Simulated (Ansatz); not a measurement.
Reaction (redistribution): `O[Si]([SiH3])(S)Cl` + `C[O][Al]([F])[SH]` → `[F][Al]([SH])[O][SiH3]` + `C[Si](O)(S)Cl`

Gas-phase electronic energies from Ansatz, PBE0-D4/def2-TZVP geometries. CBS: MP2 limit from def2 TZ/QZ plus the TZ coupled-cluster correction, frozen cores. This one scheme is used for every species. DFT in def2-TZVPP. B3LYP here is the variant with VWN-RPA as its local correlation; programs differ in this. One conformer a species, not always the lowest.

```csv
level,ΔE (eV)
B3LYP-D4,-2.25
ωB97M-V,-2.38
PBE,-2.03
PBE0,-2.16
B3LYP,-2.25
HF/def2-TZVPP,-2.49
HF/def2-QZVPP,-2.52
MP2/CBS(def2),-2.51
```

Q: What does CCSD(T)/CBS give? (Best estimate.)

A: Computed: -2.37 eV. The listed levels differ from it by 0.12, -0.01, 0.34, 0.21, 0.12, -0.12, -0.15, -0.14 eV.

Largest T1 diagnostic among the species: 0.012.

From PBE to PBE0 (25 % exact exchange), in def2-TZVPP and without D4, ΔE moves by −0.13 eV.
